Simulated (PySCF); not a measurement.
## How the method changes the constants of PbF⁺

State: ¹Σ⁺ (singlet), closed shell. Set-up: PySCF, scalar-relativistic core potentials, basis sets Pb aug-cc-pVDZ-PP with ECP60, F aug-cc-pVDZ. De refers to Pb⁺ + F in their high-spin ground configurations, without counterpoise correction. A positive dipole points towards F; it is taken about the centre of mass and depends on that origin.

```tsv
Level	Re (Å)	ωe (cm⁻¹)	De (eV)	μ (D)	CPU s a point (SCF and correlation, without the integrals)
RHF	1.978	649	n/a	-4.21	0.092
RHF-MP2	1.998	624	n/a	n/a	0.14
RHF-SCS-MP2	2.000	621	n/a	n/a	n/a
RHF-CCSD	1.993	629	n/a	n/a	n/a
RHF-CCSD(T)	2.000	619	n/a	n/a	2.1
PBE	2.025	585	n/a	-3.54	0.64
PW91	2.024	586	n/a	-3.55	0.5
BP86	2.024	588	n/a	-3.51	0.38
r²SCAN	2.003	613	n/a	-3.58	0.65
PBE0	1.999	618	n/a	-3.77	1.1
r²SCAN0	1.987	634	n/a	-3.78	0.7
```

The bond length runs from 1.978 Å (RHF) to 2.025 Å (PBE).

Correlated steps freeze 5 core orbitals. Spin–orbit coupling is left out, which matters for elements this heavy, above all for dissociation energies.

The whole job (state search and all levels along the bond) took about 1.5 min on 1 thread of Oxide Virtual Turin-like (shared host), peak memory 0.65 GiB.
